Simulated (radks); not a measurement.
Question: The titanium ion Ti5+, 17 electrons, occupied as [Ne] 3s2 3p5. Calculated with a radial shooting solver on a logarithmic mesh with Libxc functionals: scalar-relativistic Kohn-Sham, BLYP, spin-unpolarised, spherical densities, finite nucleus; Fermi nuclear charge, rms radius 3.5921 fm. Some entries of the table are withheld. Estimate them.

orbital,occ.,eigenvalue (eV),<1/r> (bohr^-1),<r> (bohr)
1s,2,(1),21.80,0.06959
2s,2,(2),4.550,0.3247
2p,6,-526.1129,4.455,(3)
3s,2,(4),(5),0.9546
3p,5,-110.1518,1.375,(6)

Answer: 
(1) 1s eigenvalue (eV): -4952.538
(2) 2s eigenvalue (eV): -618.4796
(3) 2p <r> (bohr): 0.2895
(4) 3s eigenvalue (eV): -134.9769
(5) 3s <1/r> (bohr^-1): 1.478
(6) 3p <r> (bohr): 0.9954
